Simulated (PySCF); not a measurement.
Cost of excited-state runs on `O=C1C[C@H](F)C=CO1`, C5H5FO2

Geometry:
```json
{"atom": "O1", "x (Å)": "-0.847", "y (Å)": "2.613", "z (Å)": "0.034"}
{"atom": "C2", "x (Å)": "-0.337", "y (Å)": "1.534", "z (Å)": "0.105"}
{"atom": "C3", "x (Å)": "-1.109", "y (Å)": "0.249", "z (Å)": "0.334"}
{"atom": "C4", "x (Å)": "-0.497", "y (Å)": "-0.937", "z (Å)": "-0.404"}
{"atom": "F5", "x (Å)": "-1.048", "y (Å)": "-2.109", "z (Å)": "0.074"}
{"atom": "C6", "x (Å)": "0.987", "y (Å)": "-0.938", "z (Å)": "-0.188"}
{"atom": "C7", "x (Å)": "1.616", "y (Å)": "0.205", "z (Å)": "0.031"}
{"atom": "O8", "x (Å)": "1.009", "y (Å)": "1.430", "z (Å)": "0.043"}
{"atom": "H9", "x (Å)": "-2.151", "y (Å)": "0.411", "z (Å)": "0.057"}
{"atom": "H10", "x (Å)": "-1.073", "y (Å)": "0.041", "z (Å)": "1.409"}
{"atom": "H11", "x (Å)": "-0.739", "y (Å)": "-0.916", "z (Å)": "-1.478"}
{"atom": "H12", "x (Å)": "1.505", "y (Å)": "-1.880", "z (Å)": "-0.215"}
{"atom": "H13", "x (Å)": "2.680", "y (Å)": "0.297", "z (Å)": "0.180"}
```

PySCF with density fitting, on 1 thread of an Arm Neoverse V2, shared host. Command: `OMP_NUM_THREADS=1 python excited_run.py task.json out`

Q: How long does each of these runs take, and how much memory?
- magnetisability and related constants, B3LYP/pcSseg-1; isotopologues; writes grids
- magnetisability and related constants, OPBE/6-31G*; guess atom

A: 
| run | level | basis functions | wall time | peak memory (GiB) |
| --- | --- | --- | --- | --- |
| magnetisability and related constants | B3LYP/pcSseg-1 | 161 | 23 s | 0.81 |
| magnetisability and related constants | OPBE/6-31G* | 122 | 19 s | 0.6 |

Times from a shared host are rough.
